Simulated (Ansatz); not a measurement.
Total energies of Zr(OH)4 (ZrO4H4) from Ansatz at PBE0-D4/def2-TZVPD, gas phase (1 Eh = 27.2114 eV = 2625.5 kJ/mol). The reference geometry is relaxed at PBE-D4/def2-SVP.

```json
{"state": "charge 0 singlet", "geometry": "reference", "energy (Eh)": "-350.43150"}
{"state": "charge -1 doublet", "geometry": "reference", "energy (Eh)": "-350.40863"}
{"state": "charge -1 doublet", "geometry": "relaxed at PBE-D4/def2-SVPD", "energy (Eh)": "-350.41841"}
{"state": "free Zr atom (triplet)", "geometry": "–", "energy (Eh)": "-46.88229"}
{"state": "free O atom (triplet)", "geometry": "–", "energy (Eh)": "-75.01925"}
{"state": "free H atom (doublet)", "geometry": "–", "energy (Eh)": "-0.50104"}
```

In the def2 sets Zr takes a core potential; there is no spin–orbit coupling.

Question: Work out the vertical electron affinity, to the doublet.

Answer: E(charge 0 singlet) − E(charge -1 doublet) = -350.43150 − (-350.40863) = -0.02287 Eh = -0.62 eV; negative, so the extra electron isn't bound.

Question: How much does the charge -1 doublet relax, and what is the adiabatic electron affinity?

Answer: Relaxation: -350.40863 − (-350.41841) = 0.00978 Eh = 0.27 eV. Adiabatic electron affinity: -0.01309 Eh = -0.36 eV, without zero-point energy. 

Question: What is the binding energy per atom against free atoms?

Answer: Atoms: 1 × (-46.88229) + 4 × (-75.01925) + 4 × (-0.50104) = -348.96345 Eh. Binding: -348.96345 − (-350.43150) = 1.46805 Eh = 39.95 eV, or 4.44 eV for each of 9 atoms (no zero-point energy, no counterpoise term).

At PBE0-D4/def2-TZVPD the highest occupied level of the charge -1 doublet lies above zero (up to 1.57 eV). By energy differences it is unbound by 0.62 eV (vertical, to the charge 0 singlet, at PBE0-D4/def2-TZVPD) and held by the finite basis. At PBE0-D4/def2-TZVPD the highest occupied level of the relaxed charge -1 doublet lies above zero (up to 1.03 eV). By energy differences, losing it releases 0.36 eV (each at its own geometry, to the charge 0 singlet, at PBE0-D4/def2-TZVPD).
